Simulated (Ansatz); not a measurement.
`B[TeH]` + H₂ → H₂Te + BH₃ at 500 K and 1 bar (hydrogenolysis of a Te–B bond).

Gas-phase electronic energies from Ansatz, PBE0-D4/def2-TZVP geometries. CBS: MP2 limit from def2 TZ/QZ plus the TZ coupled-cluster correction, frozen cores. This one scheme is used for every species. def2 core potentials past Kr. For Te outer-core shells are correlated without core-valence functions, which leaves a few kJ/mol of doubt a bond.

| species | CCSD(T)/CBS energy (Eh) | H − E (kJ/mol) | S (J/(mol·K)) |
| --- | --- | --- | --- |
| `B[TeH]` | -294.31292 | 95.9 | 299.8 |
| H₂ | -1.17544 | 41.0 | 145.5 |
| H₂Te | -268.91024 | 48.9 | 247.6 |
| BH₃ | -26.55200 | 86.8 | 208.8 |

H − E and S are ideal-gas, rigid-rotor, harmonic terms from PBE0-D4/def2-TZVP. The MP2-based limit puts H₂ 0.8 mEh under its directly extrapolated value; such offsets cancel only in part. 1 Eh = 2625.50 kJ/mol, R = 8.31446 J/(mol·K).

**Question.** By hand: ΔE, ΔH, ΔS and ΔG.

**Answer.** ΔE = (-268.91024) + (-26.55200) − (-294.31292) − (-1.17544) = 0.02612 Eh = 68.6 kJ/mol. Δ(H − E) = 48.9 + 86.8 − 95.9 − 41.0 = -1.2, so ΔH = 67.4 kJ/mol. ΔS = 247.6 + 208.8 − 299.8 − 145.5 = 11.1 J/(mol·K). ΔG = 67.4 − 500 × (11.1)/1000 = 61.9 kJ/mol.

**Question.** By hand: the equilibrium constant, and the temperature at which ΔG would vanish if ΔH and ΔS stayed fixed.

**Answer.** log₁₀ K = −ΔG/(RT ln 10) = -6.5. ΔG = 0 at ΔH/ΔS = 6072 K, far beyond where these terms or the molecules hold.

The number of gas molecules stays the same, so ΔS is small and ΔH decides. A doubt of 5 kJ/mol in ΔE shifts log₁₀ K by 0.5 here. These are equilibria of isolated gas molecules and say nothing of rates. Largest T1 diagnostic: 0.015 (customary marks: 0.02 for closed shells, 0.045 for open ones).
